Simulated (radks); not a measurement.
The selenium anion Se2-, [Kr], held by a Watson sphere: a shell of charge +2.53 at radius R that stands for the Madelung well of a crystal (potential energy -2.53/R inside, -2.53/r outside, in hartree with lengths in bohr). Method: scalar-relativistic Kohn-Sham, LDA (Slater exchange, Perdew-Wang correlation), spin-polarised, spherical densities, finite nucleus; Fermi nuclear charge, rms radius of each element as measured or else 0.836 A^(1/3) + 0.57 fm; computed with a radial shooting solver on a logarithmic mesh with Libxc functionals. Response by self-consistent Sternheimer equations with the Hartree and adiabatic LDA kernel, the relativistic mass of each level held fixed and spin-orbit coupling left out. The sphere does not respond.

R (bohr)  e(3d) (eV)  e(4s) (eV)  e(4p) (eV)  <r> 4p (bohr)  sum of <r^2> (bohr^2)  X-ray form factor at sin(theta)/lambda = 0.2 1/angstrom  alpha (bohr^3)
2.11         -56.882     -23.912     -13.117          2.178                  48.83                                                   27.357           22.34
2.12         -56.843     -23.866     -13.088          2.181                  48.93                                                   27.351           22.47
4.38         -52.204     -17.107      -7.350          2.714                  70.45                                                   26.868           81.06
4.46         -52.089     -16.963      -7.201          2.728                  71.11                                                   26.868           84.42
4.53         -51.990     -16.840      -7.075          2.740                  71.69                                                   26.869           87.45
4.64         -51.838     -16.653      -6.881          2.757                  72.59                                                   26.870           92.39
